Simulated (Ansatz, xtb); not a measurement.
C5H5OS+: which of two isomers lies lower

Structure I: `Oc1cc[s+]cc1`, a singlet. Structure II: `Sc1ccc[o+]c1`, a singlet. Both are isolated ions in the gas phase, relaxed with B3LYP-D3(BJ)/def2-SVP; the shapes shown needn't be the lowest conformers.

I (Å):

```json
{"atom": "C", "x (Å)": "-1.0934", "y (Å)": "-0.9286", "z (Å)": "-2.4553"}
{"atom": "C", "x (Å)": "-0.2729", "y (Å)": "-2.0105", "z (Å)": "-2.8715"}
{"atom": "C", "x (Å)": "0.8368", "y (Å)": "-2.4119", "z (Å)": "-2.1766"}
{"atom": "C", "x (Å)": "0.2627", "y (Å)": "-0.4590", "z (Å)": "-0.4692"}
{"atom": "C", "x (Å)": "-0.8112", "y (Å)": "-0.1871", "z (Å)": "-1.2794"}
{"atom": "O", "x (Å)": "-2.1232", "y (Å)": "-0.6626", "z (Å)": "-3.2258"}
{"atom": "S", "x (Å)": "1.4052", "y (Å)": "-1.6973", "z (Å)": "-0.7316"}
{"atom": "H", "x (Å)": "-2.6622", "y (Å)": "0.0827", "z (Å)": "-2.9112"}
{"atom": "H", "x (Å)": "-0.5539", "y (Å)": "-2.5342", "z (Å)": "-3.7884"}
{"atom": "H", "x (Å)": "1.4486", "y (Å)": "-3.2500", "z (Å)": "-2.5235"}
{"atom": "H", "x (Å)": "0.4519", "y (Å)": "0.1330", "z (Å)": "0.4313"}
{"atom": "H", "x (Å)": "-1.4726", "y (Å)": "0.6382", "z (Å)": "-0.9995"}
```

II (Å):

```yaml
atoms:
  - { symbol: C, position_ang: [-1.3840, -0.9760, -1.7987] }
  - { symbol: C, position_ang: [-0.5432, -1.3469, -2.8757] }
  - { symbol: C, position_ang: [0.8398, -1.4181, -2.7001] }
  - { symbol: C, position_ang: [1.3708, -1.1209, -1.4602] }
  - { symbol: C, position_ang: [-0.7460, -0.6964, -0.5887] }
  - { symbol: O, position_ang: [0.5653, -0.7764, -0.4677] }
  - { symbol: S, position_ang: [-3.1299, -0.8422, -1.8618] }
  - { symbol: H, position_ang: [-3.2512, -1.1919, -3.1628] }
  - { symbol: H, position_ang: [-0.9745, -1.5799, -3.8524] }
  - { symbol: H, position_ang: [1.5037, -1.7021, -3.5185] }
  - { symbol: H, position_ang: [2.4241, -1.1336, -1.1767] }
  - { symbol: H, position_ang: [-1.2417, -0.3972, 0.3374] }
```

Quicker runs give these differences E(II) − E(I): GFN2-xTB +0.294 eV; HF/STO-3G +0.544 eV (at GFN2-xTB geometries); r2SCAN-D4/def2-SVP +0.884 eV (at GFN2-xTB geometries).

Q: Estimate E(II) − E(I) at the level CCSD(T)/def2-SVP + ΔMP2/def2-TZVPP.

A: Calculated at CCSD(T)/def2-SVP + ΔMP2/def2-TZVPP: E(II) − E(I) = +0.960 eV, so structure I lies lower.

Level by level:

```csv
level,geometry,E(II) − E(I) (eV),departure from the last row (eV),"job, with rough time for the two"
GFN2-xTB,GFN2-xTB,+0.294,−0.666,"optimisation, 0.22 s"
HF/STO-3G,GFN2-xTB,+0.544,−0.416,"single point, 0.84 s"
r2SCAN-D4/def2-SVP,GFN2-xTB,+0.884,−0.076,"single point, 5.2 s"
B3LYP-D3(BJ)/def2-SVP,B3LYP-D3(BJ)/def2-SVP,+0.799,−0.161,"optimisation, 50 s"
HF/def2-SVP,B3LYP-D3(BJ)/def2-SVP,+0.753,−0.207,part of the CCSD(T) run
MP2/def2-SVP,B3LYP-D3(BJ)/def2-SVP,+0.844,−0.116,part of the CCSD(T) run
CCSD(T)/def2-SVP,B3LYP-D3(BJ)/def2-SVP,+0.778,−0.182,single point
CCSD(T)/def2-SVP + ΔMP2/def2-TZVPP,B3LYP-D3(BJ)/def2-SVP,+0.960,,"single point, 79 s"
```

As drawn, II has 1 C–S, 2 C∷O, 1 S–H in place of 1 C–O, 2 C∷S, 1 O–H (∷ is an aromatic bond).

The levels shown agree on the order. The largest departure from CCSD(T)/def2-SVP + ΔMP2/def2-TZVPP is that of GFN2-xTB, 0.666 eV. The last row adds to CCSD(T) the change of the MP2 difference between the two basis sets, here +0.182 eV, a large step that makes the value less sure.

With thermal terms from frequencies at re-optimised GFN2-xTB minima (ideal gas, soft modes damped towards free rotors, one conformer each, 298.15 K, 1 atm): the zero-point term adds −0.064 eV; ΔH is +0.899 and ΔG +0.891 eV.

The correlated steps freeze 11 core orbitals. Run with Ansatz 0.2.0, xtb 6.7.1; the last row on 2 threads of Intel(R) Xeon(R) Processor @ 2.70GHz on a shared host.
